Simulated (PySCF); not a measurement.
How methods differ on the excitation energy of Ir

Ir [Xe] 4f14 5d7 6s2 (4F) → Ir [Xe] 4f14 5d7 6s1 6p1 (high-spin determinant), as a difference of total energies. Computed with PySCF 2.14 in ANO-RCC-VTZP, with the spin-free X2C one-electron Hamiltonian (Gaussian nucleus). Correlated levels: valence and next inner shell: [Kr] 4d10 4f14 frozen. The calculations carry no spin-orbit coupling.

| method | excitation energy (eV) |
| --- | --- |
| UHF | 2.449 |
| MP2 (valence and next inner shell) | 3.939 |
| SCS-MP2 (valence and next inner shell) | 4.111 |
| CCSD (valence and next inner shell) | 3.731 |
| CCSD(T) (valence and next inner shell) | 3.839 |

**Question.** How much does correlation contribute at CCSD(T) (valence and next inner shell)?

**Answer.** 3.839 − (2.449) = 1.390 eV, measured against UHF.

A first-order spin-orbit estimate (lowest level to lowest level, LS coupling) adds 0.314 eV.

The basis was made for the ground configuration and has no added diffuse functions, so the excitation energy can come out too high.

The determinant of the upper state mixes LS terms, which raises its energy above the lowest term, most at the Hartree-Fock and MP2 levels.
